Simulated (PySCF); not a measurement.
## Heteronuclear NMR

Numbering as in the mapped SMILES `[CH3:1][B:2]([OH:3])[OH:4]` (H(Xn): hydrogen on atom n).

How the numbers were obtained: PBE0-D3(BJ)/def2-SVP structure, J couplings at B3LYP/pcJ-1, shieldings: GIAO PBE0/pcSseg-1, in PySCF (rapidly exchanging positions averaged, single conformer, gas phase, non-relativistic).

Q: What are the ¹⁷O shifts?

A: 
| atoms | environment | σ (ppm) | δ (ppm) |
| --- | --- | --- | --- |
| O3/O4 | oxygen bonded to B, H | 196.2 | 89.1 |

Shieldings were converted by a linear fit to measured shifts: ¹⁷O (scatter 13.4 ppm rms, 14.2 ppm with the 1 outlier that the fit left out vs liquid water, solution or neat liquid). A few per cent of atoms miss by over 2 rms, more outside the fitted compound classes. Couplings are scaled by factors fitted to measured values: ²J(H,H) × 0.91 (rms 0.6 Hz); all others are unscaled and can be 10–30 % off.

Couplings (the largest are listed; each averaged over equivalent pairs; quadrupolar broadening usually hides them): ¹J(B2,O3) = -14.8 Hz, ²J(O3,O4) = 19.0 Hz.

On a 500 MHz spectrometer ¹⁷O resonates near 67.8 MHz, so 1 ppm is 67.8 Hz.
